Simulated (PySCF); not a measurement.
SMILES F[Si](F)(F)C[SiH2][Si](F)(F)F, singlet, GFN2-xTB optimised geometry.

```
14

F      1.69    -0.68     0.00
Si     0.11    -0.68     0.00
F     -0.29    -1.52     1.28
F     -0.30    -1.60    -1.23
C     -0.61     1.05     0.00
Si    -0.19     2.04     1.58
Si    -1.20     1.08     3.39
F     -0.33     0.09     4.28
F     -2.52     0.25     3.11
F     -1.70     2.14     4.47
H     -0.24     1.60    -0.86
H     -1.69     1.00    -0.12
H     -0.69     3.41     1.37
H      1.27     2.11     1.75
```

Density from CAM-B3LYP/def2-TZVP (PySCF 2.14.0) at that geometry.

Minimum of the electron density along straight lines between bonded atoms, close to the bond critical point (lines longer than 1.1 times the sum of covalent radii, or with two minima, are not listed):

```csv
bond,length / Å,ρ at the minimum / e bohr⁻³,∇²ρ there / e bohr⁻⁵,position (fraction from the first atom)
F1–Si2,1.587,0.145,1.02,0.58
Si2–F3,1.585,0.146,1.03,0.42
Si2–F4,1.586,0.145,1.02,0.42
Si2–C5,1.868,0.129,0.12,0.39
C5–Si6,1.915,0.112,0.13,0.61
Si6–Si7,2.282,…,-0.11,0.35
Si7–F8,1.587,0.145,1.02,0.42
Si7–F9,1.591,0.143,1.00,0.42
Si7–F10,1.592,0.143,1.02,0.42
C5–H11,1.089,0.272,-0.90,0.64
C5–H12,1.091,0.272,-0.90,0.64
Si6–H13,1.473,0.125,…,0.49
Si6–H14,1.469,0.126,0.17,0.49
```

Problem. Some entries are withheld; supply them.

Solution. 
- Si6–Si7, ρ at the minimum / e bohr⁻³: 0.104
- Si6–H13, ∇²ρ there / e bohr⁻⁵: 0.16
